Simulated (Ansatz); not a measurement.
NaLi₃⁺. Total charge 1; doublet. Geometry PBE/def2-TZVP, that of the neutral singlet.

```xyz
4

Li   -1.027   -0.124    0.839
Li    0.962    0.093   -0.916
Li   -1.717   -0.844   -2.050
Na    1.782    0.875    2.127
```

The structure comes from a short search, and lower isomers may exist.

Problem. Estimate the α-spin orbital energies around the gap (eV) in Ansatz with PBE/def2-TZVP, r2SCAN/def2-TZVP, PBE0/def2-TZVP.

Solution. 
| orbital | PBE/def2-TZVP | r2SCAN/def2-TZVP | PBE0/def2-TZVP |
| --- | --- | --- | --- |
| HOMO−5 | -54.81 | -56.28 | -58.85 |
| HOMO−4 | -32.53 | -33.59 | -35.97 |
| HOMO−3 | -32.52 | -33.58 | -35.96 |
| HOMO−2 | -32.50 | -33.56 | -35.94 |
| HOMO−1 | -7.98 | -7.99 | -8.70 |
| HOMO | -6.92 | -6.96 | -7.46 |
| LUMO | -5.61 | -5.33 | -5.04 |
| LUMO+1 | -5.22 | -4.95 | -4.64 |
| LUMO+2 | -4.92 | -4.61 | -4.36 |
| LUMO+3 | -4.77 | -4.48 | -4.18 |
| LUMO+4 | -4.16 | -3.57 | -3.58 |
| LUMO+5 | -3.94 | -3.53 | -3.33 |
| β HOMO | -7.64 | -7.52 | -8.20 |
| β LUMO | -6.27 | -5.71 | -5.65 |
